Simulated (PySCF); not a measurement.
Molfile (atoms numbered from 1):
```
C7H13NP
     RDKit          3D

 22 21  0  0  0  0  0  0  0  0999 V2000
   -3.0500   -1.3843   -1.3366 C   0  0  0  0  0  0  0  0  0  0  0  0
   -2.3555   -0.2819   -1.6216 C   0  0  0  0  0  0  0  0  0  0  0  0
   -1.8403    0.6734   -0.5854 C   0  0  0  0  0  0  0  0  0  0  0  0
   -0.0348    0.5620   -0.4288 P   0  0  1  0  0  0  0  0  0  0  0  0
    0.6340    1.7880    0.7014 C   0  0  0  0  0  0  0  0  0  0  0  0
    0.4234   -1.1263    0.0614 C   0  0  0  0  0  0  0  0  0  0  0  0
    1.9268   -1.3426    0.2826 C   0  0  0  0  0  0  0  0  0  0  0  0
    2.7104   -0.7603   -0.8005 C   0  0  0  0  0  0  0  0  0  0  0  0
    3.2393   -0.2209   -1.6765 N   0  0  0  0  0  0  0  0  0  0  0  0
   -3.3017   -1.6637   -0.3081 H   0  0  0  0  0  0  0  0  0  0  0  0
   -3.4172   -2.0376   -2.1318 H   0  0  0  0  0  0  0  0  0  0  0  0
   -2.1459   -0.0245   -2.6663 H   0  0  0  0  0  0  0  0  0  0  0  0
   -2.2638    0.4749    0.4135 H   0  0  0  0  0  0  0  0  0  0  0  0
   -2.0661    1.7236   -0.8400 H   0  0  0  0  0  0  0  0  0  0  0  0
    0.5291    0.7945   -1.7013 H   0  0  0  0  0  0  0  0  0  0  0  0
    0.2707    1.5953    1.7217 H   0  0  0  0  0  0  0  0  0  0  0  0
    0.3124    2.7910    0.3841 H   0  0  0  0  0  0  0  0  0  0  0  0
    1.7334    1.7485    0.6806 H   0  0  0  0  0  0  0  0  0  0  0  0
   -0.1422   -1.3688    0.9758 H   0  0  0  0  0  0  0  0  0  0  0  0
    0.0357   -1.7790   -0.7378 H   0  0  0  0  0  0  0  0  0  0  0  0
    2.2601   -0.9001    1.2351 H   0  0  0  0  0  0  0  0  0  0  0  0
    2.1335   -2.4220    0.3533 H   0  0  0  0  0  0  0  0  0  0  0  0
  1  2  2  0
  2  3  1  0
  3  4  1  0
  4  5  1  0
  4  6  1  0
  6  7  1  0
  7  8  1  0
  8  9  3  0
  1 10  1  0
  1 11  1  0
  2 12  1  0
  3 13  1  0
  3 14  1  0
  4 15  1  6
  5 16  1  0
  5 17  1  0
  5 18  1  0
  6 19  1  0
  6 20  1  0
  7 21  1  0
  7 22  1  0
M  CHG  1   4   1
M  END
```

Geometry: PBE0-D3(BJ)/def2-SVP; GIAO shifts from PySCF, gas phase, non-relativistic, averaged over equivalent atoms.

At PBE0/pcSseg-1 (225 basis functions, 78 s wall time on 1 thread of an Arm Neoverse N1, shared host):
```csv
atoms,δ (ppm)
C1,143.2
C2,126.6
C8,119.3
C3,28.5
C6,16.7
C7,11.4
C5,1.9
P4,-23.8
N9,326.5
H11,6.45
H10,6.22
H15,6.17
H12,5.82
H14,3.22
H22,3.00
H13,2.74
H20,2.60
H21,2.45
H16/H17/H18,1.98
H19,1.64
```

δ = σ(ref) − σ, references computed at the same level: $^{13}$C (σ = 184.41 ppm), $^{1}$H (σ = 31.27 ppm) vs TMS; $^{31}$P (σ = 310.13 ppm) against H3PO4; $^{15}$N (σ = 265.67 ppm) vs NH3.

Task: What do these become at wB97X-D/pcSseg-1?

Result: 
| atoms | δ at wB97X-D/pcSseg-1 | change |
| --- | --- | --- |
| C1 | 144.0 | +0.8 |
| C2 | 126.9 | +0.3 |
| C8 | 120.5 | +1.2 |
| C3 | 27.4 | -1.1 |
| C6 | 16.3 | -0.4 |
| C7 | 11.3 | -0.1 |
| C5 | 2.1 | +0.2 |
| P4 | -24.1 | -0.3 |
| N9 | 324.1 | -2.4 |
| H11 | 6.45 | +0.00 |
| H10 | 6.22 | +0.00 |
| H15 | 6.10 | -0.07 |
| H12 | 5.79 | -0.03 |
| H14 | 3.11 | -0.11 |
| H22 | 2.94 | -0.06 |
| H13 | 2.67 | -0.07 |
| H20 | 2.54 | -0.06 |
| H21 | 2.39 | -0.06 |
| H16/H17/H18 | 1.97 | -0.01 |
| H19 | 1.61 | -0.03 |

δ = σ(ref) − σ, references computed at the same level: $^{13}$C (184.54 ppm) and $^{1}$H (31.38 ppm) against TMS; $^{31}$P (307.18 ppm) vs H3PO4; $^{15}$N (263.98 ppm) against NH3.

The largest change is at N9 (nitrile nitrogen). Cost: 225 basis functions, 94 s wall time on 1 thread of an Arm Neoverse N1, shared host. The order of the carbon signals is the same at both levels.

Experimental scales use liquid or dissolved standards, which lie at an offset from isolated NH3 (liquid NH3: subtract about 20 ppm) and H3PO4. Unscaled 15N shifts of sp2 nitrogen come out 20 to 40 ppm too high even then.
